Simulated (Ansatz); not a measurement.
Ansatz (an electronic-structure program) input (HF/3-21G): The .json file is the Basis Set Exchange's 3-21G.

Ansatz 0.2 input:
```yaml
crystal:
  periodic: [false, false, false]
  atoms:
    - {symbol: C, position_ang: [2.27144488, 0.33130881, -0.16371466]}
    - {symbol: C, position_ang: [0.97664737, -0.15516677, 0.15679185]}
    - {symbol: O, position_ang: [0.75489517, -1.12718861, 0.89006652]}
    - {symbol: O, position_ang: [-0.05875073, 0.52248428, -0.40113908]}
    - {symbol: Si, position_ang: [-1.71427389, 0.17522646, -0.20106637]}
    - {symbol: H, position_ang: [3.12453467, -0.16339391, 0.24740664]}
    - {symbol: H, position_ang: [2.37583643, 1.17765114, -0.80566139]}
    - {symbol: H, position_ang: [-2.03415684, -1.17732969, -0.70939933]}
    - {symbol: H, position_ang: [-2.10990923, 0.29538515, 1.21990872]}
    - {symbol: H, position_ang: [-2.41417955, 1.19529920, -1.00720813]}
basis:
  gaussian:
    orbitals: 3-21G.json
hamiltonian:
  xc: {name: HF}
magnetization: {spin_polarized: true, initial_magnetization: 1}
phonons: {temperatures: {t_min: 298.15, t_max: 298.15, t_step: 100}}
```

Output:

```
Functional definition: HF
integrals: 0.01 GiB planned
722 factors; integrals over basis functions are off by at most 6.6e-4 eV
mean field: 0.25 GiB planned
mean field evaluation 1: about -13996.3095 eV, gradient 2.8e1 eV
mean field evaluation 2: about -13996.5894 eV, gradient 2.8e1 eV
mean field evaluation 4: about -14000.2434 eV, gradient 3.0e0 eV
mean field evaluation 8: about -14000.4476 eV, gradient 6.3e-1 eV
mean field evaluation 16: about -14000.4943 eV, gradient 6.6e-5 eV
mean field -14000.49429859 eV, -514.5086755972 hartree, gradient 6.6e-5 eV, S^2 0.893750; 0 other end points of the search recorded, 0 dependent functions left out
the calculation of the forces begins
reference -14000.49429859 eV, -514.5086755972 hartree; 24, 23 occupied and 35, 36 virtual orbitals, 722 factors
these checks for a lower state are left out or cut short: stability, starts, cluster_reference, orbital_swaps, neighbouring_geometries, increment
integrals: 0.01 GiB planned
722 factors; integrals over basis functions are off by at most 6.6e-4 eV
mean field: 0.25 GiB planned
mean field -14000.49407324 eV, -514.5086673158 hartree, gradient 3.8e-6 eV, S^2 0.893372; 0 other end points of the search recorded, 0 dependent functions left out
the calculation of the forces begins
reference -14000.49407324 eV, -514.5086673158 hartree; 24, 23 occupied and 35, 36 virtual orbitals, 722 factors
these checks for a lower state are left out or cut short: stability, starts, cluster_reference, orbital_swaps, neighbouring_geometries, increment
integrals: 0.01 GiB planned
722 factors; integrals over basis functions are off by at most 6.6e-4 eV
mean field: 0.25 GiB planned
mean field evaluation 32: about -14000.4941 eV, gradient 1.0e-2 eV
mean field -14000.49407286 eV, -514.5086673020 hartree, gradient 3.8e-6 eV, S^2 0.894128; 0 other end points of the search recorded, 0 dependent functions left out
the calculation of the forces begins
reference -14000.49407286 eV, -514.5086673020 hartree; 24, 23 occupied and 35, 36 virtual orbitals, 722 factors
these checks for a lower state are left out or cut short: stability, starts, cluster_reference, orbital_swaps, neighbouring_geometries, increment
integrals: 0.01 GiB planned
722 factors; integrals over basis functions are off by at most 6.7e-4 eV
mean field: 0.25 GiB planned
mean field -14000.49418502 eV, -514.5086714237 hartree, gradient 3.8e-6 eV, S^2 0.893530; 0 other end points of the search recorded, 0 dependent functions left out
the calculation of the forces begins
reference -14000.49418502 eV, -514.5086714237 hartree; 24, 23 occupied and 35, 36 virtual orbitals, 722 factors
these checks for a lower state are left out or cut short: stability, starts, cluster_reference, orbital_swaps, neighbouring_geometries, increment
integrals: 0.01 GiB planned
722 factors; integrals over basis functions are off by at most 6.6e-4 eV
mean field: 0.25 GiB planned
mean field -14000.49418753 eV, -514.5086715159 hartree, gradient 3.8e-6 eV, S^2 0.893971; 0 other end points of the search recorded, 0 dependent functions left out
the calculation of the forces begins
reference -14000.49418753 eV, -514.5086715159 hartree; 24, 23 occupied and 35, 36 virtual orbitals, 722 factors
these checks for a lower state are left out or cut short: stability, starts, cluster_reference, orbital_swaps, neighbouring_geometries, increment
integrals: 0.01 GiB planned
722 factors; integrals over basis functions are off by at most 6.6e-4 eV
mean field: 0.25 GiB planned
mean field evaluation 64: about -14000.4941 eV, gradient 3.9e-6 eV
mean field -14000.49409099 eV, -514.5086679682 hartree, gradient 3.9e-6 eV, S^2 0.896989; 0 other end points of the search recorded, 0 dependent functions left out
the calculation of the forces begins
reference -14000.49409099 eV, -514.5086679682 hartree; 24, 23 occupied and 35, 36 virtual orbitals, 722 factors
these checks for a lower state are left out or cut short: stability, starts, cluster_reference, orbital_swaps, neighbouring_geometries, increment
integrals: 0.01 GiB planned
722 factors; integrals over basis functions are off by at most 6.6e-4 eV
mean field: 0.25 GiB planned
mean field -14000.49409808 eV, -514.5086682287 hartree, gradient 3.8e-6 eV, S^2 0.890514; 0 other end points of the search recorded, 0 dependent functions left out
the calculation of the forces begins
reference -14000.49409808 eV, -514.5086682287 hartree; 24, 23 occupied and 35, 36 virtual orbitals, 722 factors
these checks for a lower state are left out or cut short: stability, starts, cluster_reference, orbital_swaps, neighbouring_geometries, increment
integrals: 0.01 GiB planned
722 factors; integrals over basis functions are off by at most 6.6e-4 eV
mean field: 0.25 GiB planned
[...]
these checks for a lower state are left out or cut short: stability, starts, cluster_reference, orbital_swaps, neighbouring_geometries, increment
integrals: 0.01 GiB planned
722 factors; integrals over basis functions are off by at most 6.6e-4 eV
mean field: 0.25 GiB planned
mean field -14000.49428779 eV, -514.5086752005 hartree, gradient 3.8e-6 eV, S^2 0.893744; 0 other end points of the search recorded, 0 dependent functions left out
the calculation of the forces begins
reference -14000.49428779 eV, -514.5086752005 hartree; 24, 23 occupied and 35, 36 virtual orbitals, 722 factors
these checks for a lower state are left out or cut short: stability, starts, cluster_reference, orbital_swaps, neighbouring_geometries, increment
integrals: 0.01 GiB planned
722 factors; integrals over basis functions are off by at most 6.6e-4 eV
mean field: 0.25 GiB planned
mean field -14000.49428620 eV, -514.5086751420 hartree, gradient 3.8e-6 eV, S^2 0.893760; 0 other end points of the search recorded, 0 dependent functions left out
the calculation of the forces begins
reference -14000.49428620 eV, -514.5086751420 hartree; 24, 23 occupied and 35, 36 virtual orbitals, 722 factors
these checks for a lower state are left out or cut short: stability, starts, cluster_reference, orbital_swaps, neighbouring_geometries, increment
integrals: 0.01 GiB planned
722 factors; integrals over basis functions are off by at most 6.6e-4 eV
mean field: 0.25 GiB planned
mean field evaluation 288: about -14000.4943 eV, gradient 1.0e-2 eV
mean field -14000.49428756 eV, -514.5086751918 hartree, gradient 3.8e-6 eV, S^2 0.893734; 0 other end points of the search recorded, 0 dependent functions left out
the calculation of the forces begins
reference -14000.49428756 eV, -514.5086751918 hartree; 24, 23 occupied and 35, 36 virtual orbitals, 722 factors
these checks for a lower state are left out or cut short: stability, starts, cluster_reference, orbital_swaps, neighbouring_geometries, increment
integrals: 0.01 GiB planned
722 factors; integrals over basis functions are off by at most 6.6e-4 eV
mean field: 0.25 GiB planned
mean field -14000.49428825 eV, -514.5086752173 hartree, gradient 3.8e-6 eV, S^2 0.893770; 0 other end points of the search recorded, 0 dependent functions left out
the calculation of the forces begins
reference -14000.49428825 eV, -514.5086752173 hartree; 24, 23 occupied and 35, 36 virtual orbitals, 722 factors
these checks for a lower state are left out or cut short: stability, starts, cluster_reference, orbital_swaps, neighbouring_geometries, increment
integrals: 0.01 GiB planned
722 factors; integrals over basis functions are off by at most 6.6e-4 eV
mean field: 0.25 GiB planned
mean field -14000.49424593 eV, -514.5086736619 hartree, gradient 3.8e-6 eV, S^2 0.893726; 0 other end points of the search recorded, 0 dependent functions left out
the calculation of the forces begins
reference -14000.49424593 eV, -514.5086736619 hartree; 24, 23 occupied and 35, 36 virtual orbitals, 722 factors
these checks for a lower state are left out or cut short: stability, starts, cluster_reference, orbital_swaps, neighbouring_geometries, increment
integrals: 0.01 GiB planned
722 factors; integrals over basis functions are off by at most 6.6e-4 eV
mean field: 0.25 GiB planned
mean field -14000.49424726 eV, -514.5086737109 hartree, gradient 3.8e-6 eV, S^2 0.893778; 0 other end points of the search recorded, 0 dependent functions left out
the calculation of the forces begins
reference -14000.49424726 eV, -514.5086737109 hartree; 24, 23 occupied and 35, 36 virtual orbitals, 722 factors
these checks for a lower state are left out or cut short: stability, starts, cluster_reference, orbital_swaps, neighbouring_geometries, increment
integrals: 0.01 GiB planned
722 factors; integrals over basis functions are off by at most 6.6e-4 eV
mean field: 0.25 GiB planned
mean field evaluation 320: about -14000.1086 eV, gradient 8.8e-1 eV
mean field -14000.49428489 eV, -514.5086750940 hartree, gradient 3.8e-6 eV, S^2 0.893760; 0 other end points of the search recorded, 0 dependent functions left out
the calculation of the forces begins
reference -14000.49428489 eV, -514.5086750940 hartree; 24, 23 occupied and 35, 36 virtual orbitals, 722 factors
these checks for a lower state are left out or cut short: stability, starts, cluster_reference, orbital_swaps, neighbouring_geometries, increment
integrals: 0.01 GiB planned
722 factors; integrals over basis functions are off by at most 6.6e-4 eV
mean field: 0.25 GiB planned
mean field -14000.49428451 eV, -514.5086750797 hartree, gradient 3.8e-6 eV, S^2 0.893743; 0 other end points of the search recorded, 0 dependent functions left out
the calculation of the forces begins
reference -14000.49428451 eV, -514.5086750797 hartree; 24, 23 occupied and 35, 36 virtual orbitals, 722 factors
these checks for a lower state are left out or cut short: stability, starts, cluster_reference, orbital_swaps, neighbouring_geometries, increment
integrals: 0.01 GiB planned
722 factors; integrals over basis functions are off by at most 6.6e-4 eV
mean field: 0.25 GiB planned
mean field -14000.49424885 eV, -514.5086737694 hartree, gradient 3.8e-6 eV, S^2 0.893735; 0 other end points of the search recorded, 0 dependent functions left out
the calculation of the forces begins
reference -14000.49424885 eV, -514.5086737694 hartree; 24, 23 occupied and 35, 36 virtual orbitals, 722 factors
these checks for a lower state are left out or cut short: stability, starts, cluster_reference, orbital_swaps, neighbouring_geometries, increment
integrals: 0.01 GiB planned
722 factors; integrals over basis functions are off by at most 6.6e-4 eV
mean field: 0.25 GiB planned
mean field evaluation 352: about -14000.4942 eV, gradient 1.0e-2 eV
mean field -14000.49424851 eV, -514.5086737567 hartree, gradient 3.8e-6 eV, S^2 0.893768; 0 other end points of the search recorded, 0 dependent functions left out
the calculation of the forces begins
reference -14000.49424851 eV, -514.5086737567 hartree; 24, 23 occupied and 35, 36 virtual orbitals, 722 factors
these checks for a lower state are left out or cut short: stability, starts, cluster_reference, orbital_swaps, neighbouring_geometries, increment
integrals: 0.01 GiB planned
722 factors; integrals over basis functions are off by at most 6.6e-4 eV
mean field: 0.25 GiB planned
mean field -14000.49428532 eV, -514.5086751096 hartree, gradient 3.8e-6 eV, S^2 0.893731; 0 other end points of the search recorded, 0 dependent functions left out
the calculation of the forces begins
reference -14000.49428532 eV, -514.5086751096 hartree; 24, 23 occupied and 35, 36 virtual orbitals, 722 factors
these checks for a lower state are left out or cut short: stability, starts, cluster_reference, orbital_swaps, neighbouring_geometries, increment
integrals: 0.01 GiB planned
722 factors; integrals over basis functions are off by at most 6.6e-4 eV
mean field: 0.25 GiB planned
mean field -14000.49428406 eV, -514.5086750635 hartree, gradient 3.8e-6 eV, S^2 0.893772; 0 other end points of the search recorded, 0 dependent functions left out
the calculation of the forces begins
reference -14000.49428406 eV, -514.5086750635 hartree; 24, 23 occupied and 35, 36 virtual orbitals, 722 factors
Total energy: -14000.49429859 eV, -514.5086755972 hartree
Atom 0 at     2.271445     0.331309    -0.163715 Å, force    -0.000781     0.000224    -0.000202 eV/Å
Atom 1 at     0.976647    -0.155167     0.156792 Å, force     0.000407    -0.001487     0.001151 eV/Å
Atom 2 at     0.754895    -1.127189     0.890067 Å, force     0.000053     0.001006    -0.000766 eV/Å
Atom 3 at    -0.058751     0.522484    -0.401139 Å, force    -0.000048     0.000386    -0.000297 eV/Å
Atom 4 at    -1.714274     0.175226    -0.201066 Å, force    -0.000406     0.000086    -0.000082 eV/Å
Atom 5 at     3.124535    -0.163394     0.247407 Å, force     0.000256     0.000050    -0.000028 eV/Å
Atom 6 at     2.375836     1.177651    -0.805661 Å, force     0.000457     0.000050    -0.000020 eV/Å
Atom 7 at    -2.034157    -1.177330    -0.709399 Å, force    -0.000142    -0.000202     0.000073 eV/Å
Atom 8 at    -2.109909     0.295385     1.219909 Å, force    -0.000146    -0.000129     0.000168 eV/Å
Atom 9 at    -2.414180     1.195299    -1.007208 Å, force     0.000348     0.000016     0.000002 eV/Å
Dipole moment:     0.086052     0.236970    -0.177510 e Å
Vibrations: 123.07 152.51 185.76 397.97 467.51 643.67 662.95 739.32 773.67 827.36 834.53 1019.08 1028.81 1058.73 1080.92 1130.98 1296.98 1530.70 1603.42 2321.40 2326.93 2345.82 3357.76 3478.63 cm⁻¹, zero-point energy 1.821854 eV
```

The blocks after the first are displaced geometries, from whose forces the wavenumbers follow.

The determinant is spin-contaminated: <S^2> is 0.89 against 0.75 for a pure state.
